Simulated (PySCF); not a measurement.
# [BiF3]2+: one run

[BiF3]2+ (singlet). PySCF 2.14.0, RKS B3LYP, Bi def2-SVP with ECP60, F def2-SVP; non-relativistic Hamiltonian with scalar-relativistic core potentials where named; density fitting; no spin-orbit coupling. Purpose: singlet excitations, Tamm-Dancoff B3LYP.

```python
mol = gto.M(atom='''
Bi     0.30926    -0.00000     0.00000
F     -0.60658     0.00000     1.77243
F     -0.60658    -0.00000    -1.77243
F      2.30447     0.00000    -0.00000''',
    basis={'Bi': 'def2-SVP', 'F': 'def2-SVP'},
    ecp={'Bi': 'def2-SVP'},
    charge=2, spin=0)
mf = dft.RKS(mol, xc='B3LYP')
mf.grids.atom_grid = (50, 194)
mf = mf.density_fit()  # fitting sets: Bi def2-universal-JKFIT, F def2-universal-JKFIT
mf.conv_tol = 1e-08; mf.max_cycle = 55
mf.kernel(dm0)  # dm0: converged density of the relaxed state
td = mf.TDA(); td.nstates = 8; td.kernel()
```

Run from Python with OMP_NUM_THREADS=2; the lines above give its settings. Where DIIS fails, smearing, a level shift and second-order steps follow.
It took 6.1 s on 2 threads of Arm Neoverse V1 (shared host), from an already converged density.

(1) Where do the frontier levels lie, over both spins?

(2) What does the SCF print?

(3) What are the Mulliken charges and spins?

(4) Which singlet excitations follow (Tamm-Dancoff, 8 states)?

The geometry was relaxed with TPSS (Bi def2-SVP with ECP60, F def2-SVP).

Results:

(1) HOMO -25.59 eV, LUMO -21.96 eV. 

(2) 
```
init E= -512.893158488181
cycle= 1 E= -512.894495623074  delta_E= -0.00134  |g|= 0.067  |ddm|= 0.225
cycle= 2 E= -512.891649235253  delta_E= 0.00285  |g|= 0.14  |ddm|= 0.196
cycle= 3 E= -512.895431789357  delta_E= -0.00378  |g|= 0.0102  |ddm|= 0.125
cycle= 4 E= -512.895420742576  delta_E= 1.1e-05  |g|= 0.0126  |ddm|= 0.0182
cycle= 5 E= -512.89545406021  delta_E= -3.33e-05  |g|= 0.00059  |ddm|= 0.0106
cycle= 6 E= -512.895454127254  delta_E= -6.7e-08  |g|= 0.000109  |ddm|= 0.00065
cycle= 7 E= -512.895454129793  delta_E= -2.54e-09  |g|= 1.27e-05  |ddm|= 0.000104
Extra cycle  E= -512.895454129711  delta_E= 8.22e-11  |g|= 2.46e-05  |ddm|= 4.34e-05
converged SCF energy = -512.895454129711
```

(3) 
| atom | charge (e) | spin (e) |
| --- | --- | --- |
| Bi1 | 2.162 | 0.000 |
| F2 | -0.052 | 0.000 |
| F3 | -0.051 | 0.000 |
| F4 | -0.059 | 0.000 |

(4) 
```tsv
state	eV	oscillator strength
1	2.05	0.0003
2	2.08	0.0000
3	2.16	0.0000
4	2.31	0.0051
5	2.34	0.0058
6	2.73	0.0062
7	5.43	0.0575
8	5.60	0.0636
```
Functionals without range separation put charge-transfer states too low; the basis has no diffuse functions.
